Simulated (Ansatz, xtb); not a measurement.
## Relative energy of two isomers of C2H10GeOSi

Structure I is `CO[SiH2][GeH2][CH3]`, a singlet and structure II is `CO[Si@@H](C)[GeH3]`, a singlet. Both are isolated molecules in the gas phase, relaxed with r2SCAN-D4/def2-SVP; each stands in its lowest conformer found.

I (Å):

```xyz
15

C     0.1304    1.1973   -2.1018
C    -0.4868   -1.4036    2.0873
Ge    1.3009   -0.6095    1.9691
O     0.3175    0.7102   -0.7911
Si    1.7224   -0.0593   -0.2991
H     0.8825    1.9647   -2.3675
H    -0.8672    1.6588   -2.1663
H     0.1847    0.3873   -2.8542
H     2.9105    0.8374   -0.4941
H     1.9617   -1.2836   -1.1370
H     2.3599   -1.5919    2.5078
H     1.3611    0.6611    2.8387
H    -1.2136   -0.7308    1.6092
H    -0.5109   -2.3715    1.5653
H    -0.7771   -1.5603    3.1366
```

II (Å):

```xyz
15

C    -2.0935   -1.6588   -1.1673
C     0.9869    0.6779    0.4884
Ge    1.3158   -0.8133   -2.6890
O    -1.1222   -1.0109   -0.3793
Si   -0.0457    0.1284   -0.9653
H    -2.7797   -0.9401   -1.6548
H    -1.6360   -2.2846   -1.9576
H    -2.6917   -2.3155   -0.5168
H    -0.8023    1.2878   -1.5497
H     1.5590   -0.1663    0.9037
H     0.3392    1.0781    1.2849
H     1.6979    1.4658    0.1931
H     0.4975   -1.2833   -3.9056
H     2.3394    0.2160   -3.2043
H     2.1062   -2.0297   -2.1722
```

**Question.** Estimate which is lower in electronic energy at CCSD(T)/def2-SVP + ΔMP2/def2-TZVPP, and by roughly how much.

**Answer.** The CCSD(T)/def2-SVP + ΔMP2/def2-TZVPP calculation puts structure II lower, by 4.4 kcal/mol.

How the difference moves with the method:

```json
{"level": "GFN2-xTB", "geometry": "GFN2-xTB", "E(II) − E(I) (kcal/mol)": "+3.4", "departure from the last row (kcal/mol)": "+7.8", "job, with rough time for the two": "optimisation, 0.82 s"}
{"level": "HF/STO-3G", "geometry": "GFN2-xTB", "E(II) − E(I) (kcal/mol)": "−5.1", "departure from the last row (kcal/mol)": "−0.7", "job, with rough time for the two": "single point, 2.4 s"}
{"level": "r2SCAN-D4/def2-SVP//GFN2-xTB", "geometry": "GFN2-xTB", "E(II) − E(I) (kcal/mol)": "−6.1", "departure from the last row (kcal/mol)": "−1.7", "job, with rough time for the two": "single point, 11 s"}
{"level": "r2SCAN-D4/def2-SVP", "geometry": "r2SCAN-D4/def2-SVP", "E(II) − E(I) (kcal/mol)": "−6.3", "departure from the last row (kcal/mol)": "−1.8", "job, with rough time for the two": "optimisation, 4.4 min"}
{"level": "HF/def2-SVP", "geometry": "r2SCAN-D4/def2-SVP", "E(II) − E(I) (kcal/mol)": "−4.3", "departure from the last row (kcal/mol)": "+0.1", "job, with rough time for the two": "part of the CCSD(T) run"}
{"level": "MP2/def2-SVP", "geometry": "r2SCAN-D4/def2-SVP", "E(II) − E(I) (kcal/mol)": "−4.7", "departure from the last row (kcal/mol)": "−0.3", "job, with rough time for the two": "part of the CCSD(T) run"}
{"level": "CCSD(T)/def2-SVP", "geometry": "r2SCAN-D4/def2-SVP", "E(II) − E(I) (kcal/mol)": "−4.9", "departure from the last row (kcal/mol)": "−0.4", "job, with rough time for the two": "single point"}
{"level": "CCSD(T)/def2-SVP + ΔMP2/def2-TZVPP", "geometry": "r2SCAN-D4/def2-SVP", "E(II) − E(I) (kcal/mol)": "−4.4", "departure from the last row (kcal/mol)": "", "job, with rough time for the two": "single point, 3.1 min"}
```

As drawn, II has 1 C–Si, 1 Ge–H in place of 1 C–Ge, 1 Si–H.

GFN2-xTB puts the two in the other order. The largest departure from CCSD(T)/def2-SVP + ΔMP2/def2-TZVPP is that of GFN2-xTB, 7.8 kcal/mol. The last row adds to CCSD(T) the change of the MP2 difference between the two basis sets, here +0.4 kcal/mol.

With thermal terms from frequencies at re-optimised GFN2-xTB minima (ideal gas, soft modes damped towards free rotors, one conformer each, 298.15 K, 1 atm): the zero-point term adds 0.0 kcal/mol; ΔH is −4.3 and ΔG −4.5 kcal/mol.

The correlated steps freeze 17 core orbitals; the filled d shell of Ge is correlated, in a basis made for valence electrons. Mirror images aren't counted in ΔG. Run with Ansatz 0.2.0, xtb 6.7.1; the last row on 2 threads of Intel(R) Xeon(R) Processor @ 2.50GHz (Skylake/Cascade Lake) on a shared host.
